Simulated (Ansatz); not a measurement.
How methods differ on GaBr (SMILES [Ga][Br])

The species is GaBr (2 atoms), meant as a singlet with charge 0. SMILES: `[Ga][Br]`. The shape is that of a PBE0-D4/def2-TZVP optimisation.

```xyz
2

Ga    0.0000    0.0000    0.0138
Br    0.0000    0.0000    2.3881
```

Each level gives the energy change with the Ga1–Br2 bond stretched from 2.374 to 4.749 Å (eV). The values are calculated.

```tsv
level	kind	program	value (eV)	CPU time (all runs)
HF/STO-3G (restricted)	Hartree–Fock	Ansatz	6.76	2.7 s
SVWN5/STO-3G (restricted)	LDA	Ansatz	5.72	17 s
revPBE/STO-3G (restricted)	GGA	Ansatz	5.23	56 s
B3LYP/STO-3G (restricted)	global hybrid	Ansatz	5.71	38 s
PBE0/STO-3G (restricted)	global hybrid	Ansatz	5.94	43 s
MP2/STO-3G (restricted)	perturbation theory	Ansatz	5.81	11 s
```

All-electron rows without a relativistic Hamiltonian named are non-relativistic. The first shape isn't each level's own minimum. The values span 5.23 to 6.76 eV. All rows use very small basis sets, so none should be taken for the real molecule's value. In the correlated wave-function rows the outer d shell of Br, Ga is correlated, in sets not made for it. Times are those of the runs behind each value, whatever else they computed, on shared processors of several kinds: orders of magnitude only.
